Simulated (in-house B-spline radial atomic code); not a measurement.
# How G0W0 and RPA depend on the start: Tc¹³⁺

Configuration [Ar] 3d10 4s2. Computed with a B-spline radial code for spherical atoms: all electrons, non-relativistic, point nucleus, each spin shell either full or empty, empty states to l = 9 with an (l + 1/2)⁻⁴ tail; G0W0 by contour deformation at full frequency.

Without relativity these are model numbers: it shifts the levels of so heavy an element strongly and can reorder them.

| start | mean-field 4s (eV) | G0W0 (eV) | QP weight | RPA correlation (Eh) |
| --- | --- | --- | --- | --- |
| Hartree-Fock | -305.61 | ? | ? | ? |
| PBE | -298.14 | -308.99 | 0.973 | -2.3382 |
| TPSS | -297.84 | -309.00 | 0.974 | -2.3312 |
| LC-wPBE | -303.84 | ? | ? | ? |
| LDA exchange-only | -296.85 | -309.08 | 0.974 | -2.3409 |

(1) What G0W0 level, weight and RPA correlation energy follow from the Hartree-Fock start?

(2) What G0W0 level, weight and RPA correlation energy follow from the LC-wPBE start?

(3) How much of the dependence on the start does G0W0 remove?

## Answers

(1) G0W0 level -308.42 eV, weight 0.984, RPA correlation -2.1882 hartree.

(2) G0W0 level -308.77 eV, weight 0.979, RPA correlation -2.2994 hartree.

(3) The mean-field levels span 8.76 eV and the G0W0 levels 0.661 eV. Against 311 ± 3 eV (NIST, tabulated theory) the G0W0 removal energies are off by -2.58 to -1.92 eV, with relativity, Breit and QED terms left out.
